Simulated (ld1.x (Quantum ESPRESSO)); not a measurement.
**What the settings do to the RRKJ potential of tantalum (Ta)**

Base potential:

| Property | Result |
| --- | --- |
| Element | Ta (Z = 73) |
| Generator | ld1.x (Quantum ESPRESSO) 7.5 |
| Type | norm-conserving RRKJ (Kleinman–Bylander form) |
| Functional | PBE |
| Relativity | scalar-relativistic |
| Frozen core | [Kr] 4d10 4f14 5s2 |
| Valence charge | 11 |
| Reference configuration | 5p6 5d3 6s0 6p0 (charge +2) |
| Partial waves | 5p (bound): rc 2.10 bohr; 5d (bound): rc 2.10 bohr; 6s (bound, empty): rc 2.50 bohr |
| Local potential | the s channel |
| Core correction | Bessel-smoothed model core inside 1.00 bohr |
| rho0 | 0.001 |

All-electron outer shells of the reference configuration (PBE, scalar-relativistic, ld1.x):

```
shell  level (eV)  outermost node (bohr)  outermost maximum (bohr)
   5p      -54.95                   0.58                      1.13
   4f      -40.27                      –                      0.44
   6s      -18.43                   1.31                      2.58
   5d      -18.31                   0.65                      1.54
   6p      -12.54                   1.56                      3.23
```

Cutoffs, loose and tight: the cutoffs (Ry, on a coarse ladder) from which the occupation-weighted sum of valence levels, in a spherical-Bessel basis at the reference potential, stays within 10 and 1 mRy of its value at 400 Ry. They do not see the model core or the augmentation charge, which bear on the density cutoff. Test errors are all-electron minus pseudo excitation energies from the reference, over the configurations 5p6 5d3 6s2 6p0; 5p6 5d3 6s1 6p0; 5p6 5d2 6s0 6p0; 5p6 5d2 6s2 6p0; 5p6 5d4 6s0 6p0; 5p6 5d3 6s0 6p2; 5p5 5d3 6s2 6p0. A dash means not determined; rows that change the core or the reference have their own tests. The largest error is taken over the tests solved by every variant that gives reliable tests at all: 5p6 5d2 6s0 6p0; 5p6 5d3 6s0 6p2; 5p6 5d3 6s1 6p0; 5p6 5d3 6s2 6p0; 5p6 5d4 6s0 6p0.

A true bound ghost makes a file unfit for plane-wave use even where its test errors are small: the radial tests pick states by their node count and pass the ghost by. Where a test does run into it, the solver fails or the error is huge.

Cutoffs are not given where the Bessel-basis levels miss the radial ones by over 6 mRy, ghosts where they miss by over 20 mRy; a channel whose overlap is not positive is not tested.

```tsv
change	outcome	cutoff, loose	cutoff, tight	bound ghosts	largest test error (meV)
base	generated	25 Ry	30 Ry	none	-1036
wave 5d (bound): rc 2.10 bohr becomes 5d (bound): rc 2.78 bohr	generated	25 Ry	25 Ry	none	-1037
wave 5p (bound): rc 2.10 bohr becomes 5p (bound): rc 2.20 bohr	generated	25 Ry	30 Ry	none	-1036
core correction Bessel-smoothed model core inside 2.44 bohr	generated	25 Ry	30 Ry	none	-1035
all radii but the core radius scaled by about 1.14 (s 2.86, p 2.40, d 2.40 bohr)	generated	25 Ry	30 Ry	none	-1047
wave 6s (bound): rc 2.50 bohr becomes 6s (bound): rc 1.88 bohr	generated	25 Ry	30 Ry	none	-672
```

Problem. What comes out with this change to the base: reference 5p6 5d3 6s1 6p0?

Solution. outcome: generated; cutoff, loose: 25 Ry; cutoff, tight: 30 Ry; bound ghosts: none; largest test error (meV): -751.

Problem. What comes out with this change to the base: type PAW; waves now 6s (bound): rcut 2.15, rcutus 2.50 bohr; 6s channel at 3.55 Ry: rcut 2.15, rcutus 2.50 bohr; 5p (bound): rcut 1.85, rcutus 2.10 bohr; 6p (bound): rcut 1.85, rcutus 2.10 bohr; 5d (bound): rcut 1.85, rcutus 2.10 bohr; 5d channel at -1 Ry: rcut 1.85, rcutus 2.10 bohr; local potential all-electron potential smoothed inside 1.80 bohr (lloc = -1); augmentation BESSEL, radius 1.65 bohr; rho0 0?

Solution. outcome: generated, overlap not positive; bound ghosts: s (p not tested, overlap not positive); largest test error (meV): test run stopped at test 1 of 7 (negative rho). A file whose overlap is not positive is unfit for use, and its test errors describe a broken file.

Problem. What comes out with this change to the base: wave 6s (bound): rc 2.50 bohr becomes 6s (bound): rc 1.54 bohr?

Solution. outcome: generated; cutoff, loose: 25 Ry; cutoff, tight: 30 Ry; bound ghosts: s (extra level of the local part); largest test error (meV): -559.
